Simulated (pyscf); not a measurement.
PySCF, gas phase, ωB97X-D3(BJ)/def2-SVP geometries.

Problem. Estimate the classical barrier height and the reaction energy of F–N•–F + silanol (HO–SiH₃) -> F–NH–F + HO–SiH₂• at PBE0-D3(BJ)/def2-TZVP. The step runs on the doublet surface, breaks H–Si and forms H–N; take the separated reactants as zero.

Solution. ΔE‡ = 0.84 eV, ΔE = +0.73 eV. ωB97M-D3(BJ)/def2-TZVP gives 1.02 eV and +0.79 eV. Zero-point energy shifts the barrier by -0.02 eV. It is a hydrogen abstraction, with an imaginary mode of 1862i cm⁻¹. This is the saddle that the search found; another between the same sides may lie lower. The angle at the transferred H is 147°.
